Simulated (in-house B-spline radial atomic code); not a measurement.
Ionisation energies along the 17-electron series, configuration 1s2 2s2 2p6 3s2 3p1/2(2) 3p3/2(3), as differences of self-consistent energies. Dirac energy differences include first-order Breit, QED and recoil terms. NIST's values go from ground level to ground level; the uncertainty of those that are theory runs from under 0.1 % in few-electron ions to several per cent in heavy many-electron ones. Computed with an all-electron radial atomic-structure program (B-spline basis): Dirac-Hartree-Fock, jj configuration that fills j = l - 1/2 first, finite nuclei.

A number in brackets counts the electrons of a j subshell.

```tsv
ion	configuration after	ionisation energy (eV)	IE/(q+1)² (eV)	-ε less Coulomb ΔSCF (eV)	Breit and QED recoil part (eV)	tabulated value (eV)	computed minus tabulated (eV)
Ag30+	[Ne] 3s2 3p1/2(2) 3p3/2(2)	1817.5	1.8913	0.89226	-1.1438	1810.5	7
Cd31+	[Ne] 3s2 3p1/2(2) 3p3/2(2)	?	?	?	?	?	?
In32+	[Ne] 3s2 3p1/2(2) 3p3/2(2)	2036.8	1.8703	0.89465	-1.3506	2028.5	8
Sn33+	[Ne] 3s2 3p1/2(2) 3p3/2(2)	2151.1	1.8608	0.89587	-1.4626	2142.1	9
Sb34+	[Ne] 3s2 3p1/2(2) 3p3/2(2)	2268.5	1.8519	0.8971	-1.5809	2266	3
Te35+	[Ne] 3s2 3p1/2(2) 3p3/2(2)	?	?	?	?	?	?
I36+	[Ne] 3s2 3p1/2(2) 3p3/2(2)	2512.9	1.8355	0.89961	-1.8361	2510	3
Xe37+	[Ne] 3s2 3p1/2(2) 3p3/2(2)	?	?	?	?	?	?
Cs38+	[Ne] 3s2 3p1/2(2) 3p3/2(2)	2769.8	1.821	0.90217	-2.1174	2767	3
Ba39+	[Ne] 3s2 3p1/2(2) 3p3/2(2)	2903.0	1.8144	0.90347	-2.2683	2901	2
La40+	[Ne] 3s2 3p1/2(2) 3p3/2(2)	3039.4	1.8081	0.90477	-2.4263	3036	3
Ce41+	[Ne] 3s2 3p1/2(2) 3p3/2(2)	3178.9	1.8021	0.90609	-2.5915	3176	3
Pr42+	[Ne] 3s2 3p1/2(2) 3p3/2(2)	3321.7	1.7965	0.90743	-2.7642	3319	3
Nd43+	[Ne] 3s2 3p1/2(2) 3p3/2(2)	3467.6	1.7911	0.90877	-2.9444	3465	3
Pm44+	[Ne] 3s2 3p1/2(2) 3p3/2(2)	3616.7	1.786	0.91013	-3.1322	3613	4
Sm45+	[Ne] 3s2 3p1/2(2) 3p3/2(2)	3769.1	1.7812	0.91149	-3.3278	3766	3
Eu46+	[Ne] 3s2 3p1/2(2) 3p3/2(2)	3924.6	1.7767	0.91287	-3.5318	3921	4
Gd47+	[Ne] 3s2 3p1/2(2) 3p3/2(2)	4083.4	1.7723	0.91426	-3.7438	4080	3
```

**Question.** Fill in the row of Cd31+.

**Answer.** ionisation energy (eV): 1925.6; IE/(q+1)² (eV): 1.8804; -ε less Coulomb ΔSCF (eV): 0.89345; Breit and QED recoil part (eV): -1.2442; tabulated value (eV): 1917.9; computed minus tabulated (eV): 8.

**Question.** Fill in the row of Te35+.

**Answer.** ionisation energy (eV): 2389.1; IE/(q+1)² (eV): 1.8435; -ε less Coulomb ΔSCF (eV): 0.89835; Breit and QED recoil part (eV): -1.7051; tabulated value (eV): 2386; computed minus tabulated (eV): 3.

**Question.** Fill in the row of Xe37+.

**Answer.** ionisation energy (eV): 2639.7; IE/(q+1)² (eV): 1.8281; -ε less Coulomb ΔSCF (eV): 0.90088; Breit and QED recoil part (eV): -1.9733; tabulated value (eV): 2637; computed minus tabulated (eV): 3.

**Question.** How far is this level of theory from the measured and semi-empirical values?

**Answer.** Over those 4 rows the differences run from +6.99 to +8.97 eV (mean absolute value 8 eV). The calculation leaves out correlation and, in open shells, the multiplet splittings that an average leaves out.
